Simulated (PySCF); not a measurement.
## Dipole response of Co⁺ (cobalt, charge +1)

[Ar] 3d8, high-spin 3F determinant. Computed with PySCF 2.14 in aug-cc-pwCVTZ-DK (10s9p7d4f3g, 127 functions), with scalar relativity by spin-free X2C-1e. Coupled (time-dependent) response in atomic units; α is the mean over directions.

| method | mean α (bohr³) | C₆ (like pair) | S(−4) |
| --- | --- | --- | --- |
| PBE0 | 8.534 | 28.87 | 81.09 |

S(−4) is the Cauchy moment in α(ω) = α(0) + S(−4) ω² + …

α(iu) at PBE0:

```tsv
u (hartree)	α(iu) (bohr³)
0	8.534
0.0500	8.338
0.100	7.832
0.200	6.517
0.300	5.403
0.500	4.029
0.750	3.097
1.00	2.499
1.50	1.733
2.00	1.273
3.00	0.7766
5.00	0.3828
```

A single London oscillator, α(iu) = α/(1 + u²/ω²), gives C₆ = (3/4) ω α². Matching the computed C₆ needs ω = 4 × 28.87 / (3 × 8.534²) = 0.529 hartree.

For an ion, C₆ is the dispersion term alone; charge-induced terms of lower order in 1/R come first.
